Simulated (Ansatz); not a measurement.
Species: 1,1,1-trifluoroethane, C2H3F3, charge 0, multiplicity 1. 
Structure (B3LYP-D3(BJ)/def2-TZVP (Ansatz, an electronic-structure program) minimum search):
```xyz
8

C     -1.4757    -0.0186     0.0562
C      0.0246     0.0003    -0.0009
F      0.5756    -0.1412     1.2237
F      0.5104    -0.9973    -0.7704
F      0.4930     1.1584    -0.5135
H     -1.8076    -0.9670     0.4743
H     -1.8219     0.7996     0.6848
H     -1.8753     0.0980    -0.9493
```

Total electronic energies in hartree. Correlated levels leave the core frozen unless marked. Spin-orbit coupling is left out. No relativistic terms. Basis-set limits of correlation are two-point, X^-3; Hartree-Fock from the larger set (for Q and 5 zeta extrapolated as (X+1)exp(-9√X)).

```
level                                program  energy (Eh)
----------------------------  --------------  -----------
HF/aug-cc-pVDZ                        Ansatz   -375.86677
HF/cc-pVDZ                            Ansatz   -375.83902
HF/cc-pwCVTZ                          Ansatz   -375.96710
RI-HF/aug-cc-pVTZ                     Ansatz   -375.97110
PBE-D3(BJ)/def2-TZVPD         Ansatz + dftd3   -377.35488
PBE0/6-31G*                           Ansatz            …
CAM-B3LYP-D3(BJ)/def2-TZVPD   Ansatz + dftd3   -377.63230
MP2/cc-pVTZ                           Ansatz   -377.05184
RI-MP2/cc-pVTZ                        Ansatz   -377.05147
SCS-MP2/cc-pwCVTZ                     Ansatz   -377.05487
SCS-MP2/cc-pVQZ                       Ansatz   -377.15665
CCSD/aug-cc-pVTZ                      Ansatz   -377.09674
CCSD(T)/cc-pVTZ                       Ansatz   -377.10338
CCSD(T)/cc-pVQZ                       Ansatz   -377.22275
CCSD(T)/CBS(cc-pVQZ,cc-pV5Z)          Ansatz    -377.2989
```

Question: Complete the blanks.

Answer: 
- PBE0/6-31G*, energy (Eh): -377.18529
